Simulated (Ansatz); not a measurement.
Mulliken charges of CH₅BInN, SMILES `[InH2][B]1CN1` from r2SCAN/def2-TZVPP in Ansatz (PBE0-D4/def2-TZVP geometry).

```json
{"atom": "In1", "x (Å)": "-0.987", "y (Å)": "1.617", "z (Å)": "-1.024", "charge (e)": "0.409"}
{"atom": "B2", "x (Å)": "-0.053", "y (Å)": "-0.049", "z (Å)": "0.097", "charge (e)": "-0.070"}
{"atom": "C3", "x (Å)": "1.115", "y (Å)": "-1.092", "z (Å)": "0.350", "charge (e)": "-0.136"}
{"atom": "N4", "x (Å)": "-0.108", "y (Å)": "-0.933", "z (Å)": "1.112", "charge (e)": "-0.197"}
{"atom": "H5", "x (Å)": "-2.017", "y (Å)": "1.340", "z (Å)": "-2.386", "charge (e)": "-0.151"}
{"atom": "H6", "x (Å)": "-0.680", "y (Å)": "3.272", "z (Å)": "-0.630", "charge (e)": "-0.151"}
{"atom": "H7", "x (Å)": "1.206", "y (Å)": "-1.990", "z (Å)": "-0.261", "charge (e)": "0.060"}
{"atom": "H8", "x (Å)": "2.043", "y (Å)": "-0.788", "z (Å)": "0.832", "charge (e)": "0.061"}
{"atom": "H9", "x (Å)": "-0.518", "y (Å)": "-1.377", "z (Å)": "1.912", "charge (e)": "0.176"}
```

Question: By hand: the dipole of these point charges (1 e Å = 4.8032 D).

Answer: Σ q r = (-0.017, -0.109, 0.135) e Å, of length 0.174 e Å = 0.84 D.

Question: How does the dipole of the full density compare? (Estimate.)

Answer: Computed: (-0.013, -0.248, 0.283) e Å, 1.81 D; the point charges give 0.46 times that, at 4° from its direction.

Point charges leave out the atoms' own dipoles, such as those of lone pairs, and Mulliken's split depends on the basis, so the two needn't agree.
